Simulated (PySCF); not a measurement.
## C₆ coefficients of unlike pairs at PBE

Calculated with PySCF 2.14 from the dipole response of each species, C₆(A,B) = (3/π) ∫ α_A(iu) α_B(iu) du, in atomic units, from isotropic polarisabilities. For ions this is the dispersion term alone; charge-induced terms of lower order in 1/R come first.

| species | configuration | basis | relativity | α (bohr³) | C₆ (like pair) |
| --- | --- | --- | --- | --- | --- |
| C+ | [He] 2s2 2p1 (2P) | aug-cc-pVTZ (5s4p3d2f) | none | 6.114 | 14.77 |
| Al(2+) | [Ne] 3s1 (2S) | dyall-av3z (19s12p3d2f) | spin-free X2C | 13.48 | 35.43 |
| Zr+ | [Kr] 4d2 5s1 (4F) | def2-QZVPPD with the def2 core potential (28 electrons) (7s5p4d3f2g) | core potential | 55.60 | 470.2 |
| Cl+ | [Ne] 3s2 3p4 (3P) | dyall-acv3z (19s12p6d4f) | none | 8.823 | 41.89 |

Question: Estimate C₆ for Zr+ with Al(2+).

Answer: The integral gives 128.2. The combination rule 2 C_A C_B / (C_A α_B/α_A + C_B α_A/α_B) gives 128.1 and the geometric mean 129.1.

No spin-orbit coupling is included.

The other pairs:

```
       pair     C₆
    Zr+, C+  77.65
Cl+, Al(2+)  34.27
    Cl+, C+  24.67
 Al(2+), C+  21.47
   Cl+, Zr+  124.4
```
